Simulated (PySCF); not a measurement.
C3H9FOSi, SMILES [SiH2](O)C(C)(C)F.

The structure is a stationary point at r2SCAN-D4/def2-SVP. This is a generated structure with no PubChem entry under its InChIKey; it may be hypothetical. The values are those of a single conformer.

Two levels are set side by side: TDA-PBE/def2-SVPD (PySCF) and TDA-ωB97X/def2-SVPD (PySCF). Vertical, same geometry. The lowest singlet is HOMO→LUMO 98 % with PBE and HOMO→LUMO 84 % with the other functional; states are paired by order. Differences are taken from unrounded values.

| quantity | TDA-ωB97X |
|---|---|
| lowest singlet excitation (eV) | 7.36 |
| lowest triplet excitation (TDA) (eV) | 6.90 |
| first bright state (f over 0.05) (eV) | 9.09 |
| its oscillator strength | 0.06 |

Q: What does TDA-PBE give, and how far is it from TDA-ωB97X? (The exact figures need the calculation; the answer reports its results.)

A: 
```
quantity                               TDA-PBE  TDA-PBE minus TDA-ωB97X
-------------------------------------  -------  -----------------------
lowest singlet excitation (eV)            6.08                    -1.29
lowest triplet excitation (TDA) (eV)      5.75                    -1.15
first bright state (f over 0.05) (eV)     7.36                    -1.74
its oscillator strength                   0.05                    -0.01
```

A lower first singlet is the usual sign of a functional without exact exchange. Differences between two approximate levels are no errors against the true value.

Rough cost on one machine, each run with all the roots and properties that it gave: TDA-ωB97X against TDA-PBE about 6 times.
